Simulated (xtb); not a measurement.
Job for xtb: GFN2-xTB on H4OSiTe (SMILES O[Te][SiH3]), a point of a torsion scan.

```
$ xtb mol.xyz --gfn 2 --opt vtight --chrg 0 --uhf 0 --input xcontrol
7

O      2.43350132    -0.12544731    -0.51349453
Te     1.00440424    -1.23890207     0.35062234
Si     0.68174931    -0.49824322     2.69341037
H      2.45904654     0.78947311    -0.12496090
H      0.63044621     0.97315285     2.80734112
H     -0.61066661    -1.01288184     3.13977970
H      1.73927814    -1.08657512     3.50201844
$constrain
  force constant=1.0
  dihedral: 4,1,2,3,330.0
$end
```

The log:

```
[...]
           -------------------------------------------------
          |                Calculation Setup                |
           -------------------------------------------------



           -------------------------------------------------
          |                 G F N 2 - x T B                 |
           -------------------------------------------------

        Reference                      10.1021/acs.jctc.8b01176
      * Hamiltonian:
        H0-scaling (s, p, d)           1.850000    2.230000    2.230000
        zeta-weighting                 0.500000
      * Dispersion:
        s8                             2.700000
        a1                             0.520000
        a2                             5.000000
        s9                             5.000000
      * Repulsion:
        kExp                           1.500000    1.000000
        rExp                           1.000000
      * Coulomb:
        alpha                          2.000000
        third order                    shell-resolved
        anisotropic                    true
        a3                             3.000000
        a5                             4.000000
        cn-shift                       1.200000
        cn-exp                         4.000000
        max-rad                        5.000000


          ...................................................
          :                      SETUP                      :
          :.................................................:
          :  # basis functions                  28          :
          :  # atomic orbitals                  26          :
          :  # shells                           12          :
          :  # electrons                        20          :
          :  max. iterations                   250          :
          :  Hamiltonian                  GFN2-xTB          :
          :  restarted?                      false          :
          :  GBSA solvation                  false          :
          :  PC potential                    false          :
          :  electronic temp.          300.0000000     K    :
          :  accuracy                    1.0000000          :
          :  -> integral cutoff          0.2500000E+02      :
          :  -> integral neglect         0.1000000E-07      :
          :  -> SCF convergence          0.1000000E-05 Eh   :
          :  -> wf. convergence          0.1000000E-03 e    :
          :  Broyden damping             0.4000000          :
          :  net charge                          0          :
          :  unpaired electrons                  0          :
          ...................................................

 iter      E             dE          RMSdq      gap      omega  full diag
   1    -10.8032885 -0.108033E+02  0.107E+01    3.39       0.0  T
   2    -10.5288356  0.274453E+00  0.112E+01    1.23       1.0  T
   3    -10.8947892 -0.365954E+00  0.599E+00    3.38       1.0  T
   4    -10.9684079 -0.736188E-01  0.279E+00    3.02       1.0  T
   5    -10.9691012 -0.693258E-03  0.192E+00    3.01       1.0  T
   6    -10.9691897 -0.884927E-04  0.592E-01    2.99       1.0  T
   7    -10.9685803  0.609395E-03  0.719E-01    2.93       1.0  T
   8    -10.9689721 -0.391801E-03  0.419E-01    2.96       1.0  T
   9    -10.9693950 -0.422866E-03  0.104E-01    3.01       1.0  T
  10    -10.9693959 -0.955488E-06  0.314E-02    3.01       1.2  T
  11    -10.9693965 -0.558570E-06  0.132E-02    3.01       2.9  T
  12    -10.9693964  0.677965E-07  0.701E-03    3.01       5.4  T
  13    -10.9693965 -0.101819E-06  0.249E-03    3.01      15.2  T
  14    -10.9693965 -0.239199E-08  0.111E-03    3.01      34.1  T
  15    -10.9693965 -0.248196E-09  0.224E-04    3.01     168.8  T
  16    -10.9693965 -0.390248E-10  0.206E-05    3.01    1839.1  T

   *** convergence criteria satisfied after 16 iterations ***

         #    Occupation            Energy/Eh            Energy/eV
      -------------------------------------------------------------
         1        2.0000           -0.8286874             -22.5497
       ...           ...                  ...                  ...
         4        2.0000           -0.5438916             -14.8000
         5        2.0000           -0.4752871             -12.9332
         6        2.0000           -0.4608020             -12.5391
         7        2.0000           -0.4496737             -12.2362
         8        2.0000           -0.4461937             -12.1415
         9        2.0000           -0.3902842             -10.6202
        10        2.0000           -0.3491220              -9.5001 (HOMO)
        11                         -0.2386562              -6.4942 (LUMO)
        12                         -0.1997222              -5.4347
        13                         -0.1906344              -5.1874
        14                         -0.1783103              -4.8521
        15                         -0.0976532              -2.6573
       ...                 
[...]
 -0.0986732              -2.6850
       ...                                ...                  ...
        26                          0.9728923              26.4737
      -------------------------------------------------------------
                  HL-Gap            0.1127498 Eh            3.0681 eV
             Fermi-level           -0.2958412 Eh           -8.0502 eV

 SCC (total)                   0 d,  0 h,  0 min,  0.002 sec
 SCC setup                      ...        0 min,  0.000 sec (  2.045%)
 Dispersion                     ...        0 min,  0.000 sec (  0.566%)
 classical contributions        ...        0 min,  0.000 sec (  0.280%)
 integral evaluation            ...        0 min,  0.000 sec ( 28.757%)
 iterations                     ...        0 min,  0.000 sec ( 19.723%)
 molecular gradient             ...        0 min,  0.001 sec ( 45.568%)
 printout                       ...        0 min,  0.000 sec (  2.788%)

         :::::::::::::::::::::::::::::::::::::::::::::::::::::
         ::                     SUMMARY                     ::
         :::::::::::::::::::::::::::::::::::::::::::::::::::::
         :: total energy             -10.927686227807 Eh    ::
         :: gradient norm              0.000108015448 Eh/a0 ::
         :: HOMO-LUMO gap              3.068079134641 eV    ::
         ::.................................................::
         :: SCC energy               -10.980941571060 Eh    ::
         :: -> isotropic ES            0.041476825183 Eh    ::
         :: -> anisotropic ES         -0.000703848404 Eh    ::
         :: -> anisotropic XC         -0.001171688808 Eh    ::
         :: -> dispersion             -0.004305286680 Eh    ::
         :: repulsion energy           0.053249036937 Eh    ::
         :: add. restraining           0.000006306316 Eh    ::
         :: total charge              -0.000000000000 e     ::
         :::::::::::::::::::::::::::::::::::::::::::::::::::::

           -------------------------------------------------
          |                Property Printout                |
           -------------------------------------------------

    * Orbital Energies and Occupations

         #    Occupation            Energy/Eh            Energy/eV
      -------------------------------------------------------------
         1        2.0000           -0.8306325             -22.6027
         2        2.0000           -0.7137388             -19.4218
         3        2.0000           -0.6631511             -18.0453
         4        2.0000           -0.5432740             -14.7832
         5        2.0000           -0.4751441             -12.9293
         6        2.0000           -0.4593610             -12.4998
         7        2.0000           -0.4489474             -12.2165
         8        2.0000           -0.4469829             -12.1630
         9        2.0000           -0.3928850             -10.6909
        10        2.0000           -0.3522161              -9.5843 (HOMO)
        11                         -0.2394663              -6.5162 (LUMO)
        12                         -0.2014954              -5.4830
        13                         -0.1939976              -5.2789
        14                         -0.1811030              -4.9281
        15                         -0.0986732              -2.6850
        16                         -0.0810037              -2.2042
        17                         -0.0712349              -1.9384
        18                          0.0482828               1.3138
        19                          0.0652150               1.7746
        20                          0.1357410               3.6937
        21                          0.1758520               4.7852
       ...                                ...                  ...
        26                          0.9728923              26.4737
      -------------------------------------------------------------
                  HL-Gap            0.1127498 Eh            3.0681 eV
             Fermi-level           -0.2958412 Eh           -8.0502 eV

     #   Z          covCN         q      C6AA      α(0)
     1   8 O        1.584    -0.495    22.825     6.447
     2  52 Te       1.711     0.075   415.761    37.697
Note: The following floating-point exceptions are signalling: IEEE_UNDERFLOW_FLAG IEEE_DENORMAL
normal termination of xtb
     3  14 Si       3.680     0.417    99.362    19.098
     4   1 H        0.816     0.283     0.773     1.380
     5   1 H        0.918    -0.091     5.260     3.587
     6   1 H        0.920    -0.110     5.919     3.805
     7   1 H        0.918    -0.079     4.872     3.452

 Mol. C6AA /au·bohr⁶  :       1820.752243
 Mol. C8AA /au·bohr⁸  :     113527.852138
 Mol. α(0) /au        :         75.466055


Wiberg/Mayer (AO) data.
largest (>0.10) Wiberg bond orders for each atom

 ---------------------------------------------------------------------------
     #   Z sym  total        # sym  WBO       # sym  WBO       # sym  WBO
 ---------------------------------------------------------------------------
     1   8 O    2.066 --     2 Te   1.136     4 H    0.912
     2  52 Te   2.271 --     1 O    1.136     3 Si   1.018
     3  14 Si   3.707 --     2 Te   1.018     6 H    0.899     7 H    0.887
                             5 H    0.886
     4   1 H    0.920 --     1 O    0.912
     5   1 H    0.992 --     3 Si   0.886
     6   1 H    0.988 --     3 Si   0.899
     7   1 H    0.994 --     3 Si   0.887
 ---------------------------------------------------------------------------

Topologies differ in total number of bonds
Writing topology from bond orders to xtbtopo.mol

molecular dipole:
                 x           y           z       tot (Debye)
 q only:       -0.578       0.074       0.840
   full:       -0.634       0.165       0.944       2.920
molecular quadrupole (traceless):
                xx          xy          yy          xz          yz          zz
 q only:       -5.240       1.970       2.378       4.275      -0.668       2.862
  q+dip:       -5.033       2.453       3.582       5.714      -1.366       1.450
   full:       -5.163       4.348       2.965       4.215      -0.869       2.198

           -------------------------------------------------
          |                Geometry Summary                 |
           -------------------------------------------------

      molecular mass/u    :      175.7197931
   center of mass at/Å    :        0.9675358      -0.9785479       0.5678967
  moments of inertia/u·Å² :        0.6610530E+02   0.1746569E+03   0.2347944E+03
rotational constants/cm⁻¹ :        0.2550118E+00   0.9651857E-01   0.7179743E-01

 * 5 selected distances

     #   Z          #   Z                                           value/Å
     2  52 Te       3  14 Si                                      2.4902900 (max)
     1   8 O        4   1 H                                       0.9549230 (min)
     3  14 Si       5   1 H                                       1.4646383
     3  14 Si       6   1 H                                       1.4554110
     3  14 Si       7   1 H                                       1.4632261

 * 3 distinct bonds (by element types)

   Z      Z             #   av. dist./Å        max./Å        min./Å
   1 H    8 O           1     0.9549230     0.9549230     0.9549230
   1 H   14 Si          3     1.4610918     1.4646383     1.4554110
  14 Si  52 Te          1     2.4902900     2.4902900     2.4902900


optimized geometry written to: xtbopt.xyz


           -------------------------------------------------
          | TOTAL ENERGY              -10.927686227807 Eh   |
          | GRADIENT NORM               0.000108015448 Eh/α |
          | HOMO-LUMO GAP               3.068079134641 eV   |
           -------------------------------------------------

------------------------------------------------------------------------
------------------------------------------------------------------------
 total:
 SCF:
 ANC optimizer:
```

The run finished.

Warnings raised: the energy holds the restraint's term.

Cost: roughly 0.09 core-seconds.
